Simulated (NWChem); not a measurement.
System: MgN2H6ClF; SMILES [NH3]->[Mg](<-[NH3])([F])[Cl]

The following NWChem deck was run.

```
start job
memory heap 200 mb stack 900 mb global 1100 mb
geometry units angstroms
  Mg     0.035282     0.016129    -0.247586
  F     -0.879740     1.139559    -1.215270
  Cl    -0.067918    -0.309048     1.881102
  N      1.882919     0.990483    -0.816475
  H      2.328684     1.418585    -0.011862
  H      1.392183     1.717238    -1.327178
  H      2.598859     0.598909    -1.417109
  N     -0.812168    -1.655407    -1.339060
  H     -1.387746    -2.230003    -0.732488
  H     -0.311124    -2.257954    -1.981364
  H     -1.426542    -1.050032    -1.873737
end
basis spherical
  * library def2-svp
end
dft
  xc pbe0
  iterations 150
end
driver
  maxiter 120
end
task dft optimize
task dft freq
```

NWChem printed, in part:

```
             Northwest Computational Chemistry Package (NWChem) 7.3.0
             --------------------------------------------------------

 C1  symmetry detected

                             Geometry "geometry" -> ""
                             -------------------------

 Output coordinates in angstroms (scale by  1.889725989 to convert to a.u.)

  No.       Tag          Charge          X              Y              Z
 ---- ---------------- ---------- -------------- -------------- --------------
    1 Mg                  12.0000     0.00178384    -0.17647340    -0.00163966
    2 F                    9.0000    -0.00376796    -1.35046266    -1.28907546
    3 Cl                  17.0000     0.00660763     1.97410174    -0.15232542
    4 N                    7.0000     1.90161450    -0.92978924     0.71244831
    5 H                    1.0000     2.62791001    -0.22778962     0.61720551
    6 H                    1.0000     1.98594355    -1.57631036    -0.06518352
    7 H                    1.0000     2.05047974    -1.43931953     1.57551234
    8 N                    7.0000    -1.91111379    -0.90922630     0.71069134
    9 H                    1.0000    -2.62970715    -0.19943396     0.61478192
   10 H                    1.0000    -2.06626102    -1.41711805     1.57361527
   11 H                    1.0000    -2.00169419    -1.55480453    -0.06702181

 Effective nuclear repulsion energy (a.u.)     280.5698763461

                                Z-matrix (autoz)
                                --------

 Units are Angstrom for bonds and degrees for angles

      Type          Name      I     J     K     L     M      Value
      ----------- --------  ----- ----- ----- ----- ----- ----------
    1 Stretch                  1     2                       1.74235
    2 Stretch                  1     3                       2.15585
    3 Stretch                  1     4                       2.16489
    4 Stretch                  1     8                       2.16876
    5 Stretch                  4     5                       1.01458
    6 Stretch                  4     6                       1.01480
    7 Stretch                  4     7                       1.01324
    8 Stretch                  8     9                       1.01458
    9 Stretch                  8    10                       1.01324
   10 Stretch                  8    11                       1.01480
   11 Bend                     1     4     5               110.88427
   12 Bend                     1     4     6                92.39870
   13 Bend                     1     4     7               125.79414
   14 Bend                     1     8     9               110.93378
   15 Bend                     1     8    10               125.74195
   16 Bend                     1     8    11                92.40441
   17 Bend                     2     1     3               128.35326
   18 Bend                     2     1     4                90.69123
   19 Bend                     2     1     8                90.70078
   20 Bend                     3     1     4               111.60519
   21 Bend                     3     1     8               111.22129
   22 Bend                     4     1     8               123.23848
   23 Bend                     5     4     6               108.02243
   24 Bend                     5     4     7               108.82797
   25 Bend                     6     4     7               108.67086
   26 Bend                     9     8    10               108.82807
   27 Bend                     9     8    11               108.02241
   28 Bend                    10     8    11               108.67082
   29 Torsion                  2     1     4     5         114.99990
   30 Torsion                  2     1     4     6           4.67043
   31 Torsion                  2     1     4     7        -110.49465
   32 Torsion                  2     1     8     9        -115.01436
   33 Torsion                  2     1     8    10         110.47633
   34 Torsion                  2     1     8    11          -4.67327
   35 Torsion                  3     1     4     5         -17.23907
   36 Torsion                  3     1     4     6        -127.56854
   37 Torsion                  3     1     4     7         117.26639
   38 Torsion                  3     1     8     9          17.08710
   39 Torsion                  3     1     8    10        -117.42220
   40 Torsion                  3     1     8    11         127.42819
   41 Torsion                  4     1     8     9         153.69977
   42 Torsion                  4     1     8    10          19.19047
   43 Torsion                  4     1     8    11         -95.95913
   44 Torsion                  5     4     1     8        -153.70908
   45 Torsion                  6     4     1     8          95.96145
   46 Torsion                  7     4     1     8         -19.20362

                           NWChem Geometry Optimization
                           ----------------------------

 maximum gradient threshold         (gmax) =   0.000450
 rms gradient threshold             (grms) =   0.000300
 maximum cartesian step threshold   (xmax) =   0.001800
 rms cartesian step threshold       (xrms) =   0.001200
 fixed trust radius                (trust) =   0.300000
 source of zmatrix                         =   autoz

          -------------------
          Energy Minimization
          -------------------

 Using diagonal initial Hessian
 Scaling for Hessian diagonals: bonds = 1.00  angles = 0.25  torsions = 0.10

          --------
          Step   0

                                 NWChem DFT Module
                                 -----------------

 Summary of "ao basis" -> "ao basis" (spherical)
 ------------------------------------------------------------------------------
       Tag                 Description            Shells   Functions and Types
 ---------------- ------------------------------  ------  ---------------------
 Mg                         def2-svp                 8       18   4s3p1d
 F                          def2-svp                 6       14   3s2p1d
 Cl                         def2-svp                 8       18   4s3p1d
 N                          def2-svp                 6       14   3s2p1d
 H                          def2-svp                 3        5   2s1p

            General Information
            -------------------
          SCF calculation type: DFT
          Wavefunction type:  closed shell.
          No. of atoms     :    11
          No. of electrons :    58
           Alpha electrons :    29
            Beta electrons :    29
          Charge           :     0
          Spin multiplicity:     1
          Use of symmetry is: off; symmetry adaption is: off
          Maximum number of iterations: 150
          AO basis - number of functions:   108
                     number of shells:    52
          Convergence on energy requested:  1.00D-06
          Convergence on density requested:  1.00D-05
          Convergence on gradient requested:  5.00D-04

              XC Information
              --------------
                         PBE0 Method XC Functional
                     Hartree-Fock (Exact) Exchange  0.250
          PerdewBurkeErnzerhof Exchange Functional  0.750
            Perdew 1991 LDA Correlation Functional  1.000 local
           PerdewBurkeErnz. Correlation Functional  1.000 non-local

[...]

      ----------------------
      Optimization converged
      ----------------------

  Step       Energy      Delta E   Gmax     Grms     Xrms     Xmax
  ---- ---------------- -------- -------- -------- -------- --------
@   31    -872.59926217 -4.8D-09  0.00001  0.00000  0.00065  0.00164
                                     ok       ok       ok       ok

                                Z-matrix (autoz)
                                --------

 Units are Angstrom for bonds and degrees for angles

      Type          Name      I     J     K     L     M      Value     Gradient
      ----------- --------  ----- ----- ----- ----- ----- ---------- ----------
    1 Stretch                  1     2                       1.79639   -0.00000
    2 Stretch                  1     3                       2.27939    0.00001
    3 Stretch                  1     4                       2.18009   -0.00000
    4 Stretch                  1     8                       2.17996   -0.00000
    5 Stretch                  4     5                       1.02116    0.00001
    6 Stretch                  4     6                       1.02165    0.00000
    7 Stretch                  4     7                       1.01954    0.00000
    8 Stretch                  8     9                       1.02111    0.00001
    9 Stretch                  8    10                       1.01955    0.00000
   10 Stretch                  8    11                       1.02166    0.00000
   11 Bend                     1     4     5               109.14553    0.00000
   12 Bend                     1     4     6               106.16418    0.00000
   13 Bend                     1     4     7               119.93376   -0.00000
   14 Bend                     1     8     9               109.36562    0.00000
   15 Bend                     1     8    10               119.83820    0.00000
   16 Bend                     1     8    11               106.05458   -0.00000
   17 Bend                     2     1     3               141.88334   -0.00000
   18 Bend                     2     1     4               101.87415    0.00000
   19 Bend                     2     1     8               101.81695   -0.00000
   20 Bend                     3     1     4                99.39578   -0.00000
   21 Bend                     3     1     8                99.45684    0.00000
   22 Bend                     4     1     8               111.12056    0.00000
   23 Bend                     5     4     6               107.13089    0.00000
   24 Bend                     5     4     7               107.66032   -0.00000
   25 Bend                     6     4     7               106.13361   -0.00000
   26 Bend                     9     8    10               107.69439   -0.00000
   27 Bend                     9     8    11               107.09729    0.00000
   28 Bend                    10     8    11               106.10902   -0.00000
   29 Torsion                  2     1     4     5         154.65430    0.00000
   30 Torsion                  2     1     4     6          39.48701   -0.00000
   31 Torsion                  2     1     4     7         -80.56249   -0.00000
   32 Torsion                  2     1     8     9        -155.67871    0.00000
   33 Torsion                  2     1     8    10          79.36096    0.00000
   34 Torsion                  2     1     8    11         -40.50136    0.00000
   35 Torsion                  3     1     4     5           6.47699    0.00000
   36 Torsion                  3     1     4     6        -108.69029   -0.00000
   37 Torsion                  3     1     4     7         131.26021   -0.00000
   38 Torsion                  3     1     8     9          -7.49812   -0.00000
   39 Torsion                  3     1     8    10        -132.45846   -0.00000
   40 Torsion                  3     1     8    11         107.67923    0.00000
   41 Torsion                  4     1     8     9          96.49250   -0.00000
   42 Torsion                  4     1     8    10         -28.46784   -0.00000
   43 Torsion                  4     1     8    11        -148.33015    0.00000
   44 Torsion                  5     4     1     8         -97.55425    0.00000
   45 Torsion                  6     4     1     8         147.27846   -0.00000
   46 Torsion                  7     4     1     8          27.22897   -0.00000

                         Geometry "geometry" -> "geometry"
                         ---------------------------------

 Output coordinates in angstroms (scale by  1.889725989 to convert to a.u.)

[...]

 Rotational Constants
 --------------------
 A=   0.088656 cm-1  (  0.127553 K)
 B=   0.059339 cm-1  (  0.085373 K)
 C=   0.050864 cm-1  (  0.073180 K)

 Temperature                      =   298.15K
 frequency scaling parameter      =   1.0000

 Zero-Point correction to Energy  =   49.982 kcal/mol  (  0.079651 au)
 Thermal correction to Energy     =   56.367 kcal/mol  (  0.089826 au)
 Thermal correction to Enthalpy   =   56.959 kcal/mol  (  0.090770 au)

 Total Entropy                    =  102.687 cal/mol-K
   - Translational                =   40.038 cal/mol-K (mol. weight = 112.0054)
   - Rotational                   =   28.178 cal/mol-K (symmetry #  =        1)
   - Vibrational                  =   34.471 cal/mol-K

 Cv (constant volume heat capacity) =   30.287 cal/mol-K
   - Translational                  =    2.979 cal/mol-K
   - Rotational                     =    2.979 cal/mol-K
   - Vibrational                    =   24.328 cal/mol-K

[normal modes left out]

 ----------------------------------------------------------------------------
 Normal Eigenvalue ||           Projected Infra Red Intensities
  Mode   [cm**-1]  || [atomic units] [(debye/angs)**2] [(KM/mol)] [arbitrary]
 ------ ---------- || -------------- ----------------- ---------- -----------
    1       -0.000 ||    0.006675           0.154         6.507       1.824
    2       -0.000 ||    0.000040           0.001         0.039       0.011
    3       -0.000 ||    0.000707           0.016         0.689       0.193
    4        0.000 ||    0.004884           0.113         4.761       1.334
    5        0.000 ||    0.004431           0.102         4.320       1.211
    6        0.000 ||    0.002264           0.052         2.207       0.619
    7       29.436 ||    0.000178           0.004         0.173       0.049
    8       39.760 ||    0.000368           0.008         0.358       0.100
    9       71.959 ||    0.000321           0.007         0.313       0.088
   10       77.541 ||    0.019028           0.439        18.550       5.199
   11       81.759 ||    0.017812           0.411        17.364       4.866
   12      143.314 ||    0.046464           1.072        45.296      12.694
   13      144.437 ||    0.021225           0.490        20.691       5.799
   14      332.752 ||    0.000346           0.008         0.338       0.095
   15      384.315 ||    0.014728           0.340        14.358       4.024
   16      388.307 ||    0.007176           0.166         6.995       1.961
   17      508.044 ||    0.036893           0.851        35.965      10.079
   18      526.384 ||    0.033045           0.762        32.214       9.028
   19      553.504 ||    0.058201           1.343        56.737      15.901
   20      567.412 ||    0.148579           3.428       144.842      40.593
   21      727.089 ||    0.145754           3.363       142.088      39.821
   22     1182.530 ||    0.289477           6.678       282.197      79.088
   23     1188.136 ||    0.080639           1.860        78.611      22.031
   24     1623.997 ||    0.003156           0.073         3.076       0.862
   25     1627.907 ||    0.035158           0.811        34.274       9.606
   26     1635.557 ||    0.002209           0.051         2.153       0.603
   27     1639.643 ||    0.036603           0.844        35.683      10.000
   28     3499.135 ||    0.023831           0.550        23.231       6.511
   29     3500.227 ||    0.000882           0.020         0.860       0.241
   30     3618.946 ||    0.012968           0.299        12.642       3.543
   31     3619.127 ||    0.082498           1.903        80.424      22.539
   32     3633.772 ||    0.009726           0.224         9.481       2.657
   33     3634.308 ||    0.061595           1.421        60.046      16.828
 ----------------------------------------------------------------------------
```

Level: PBE0/def2-SVP.
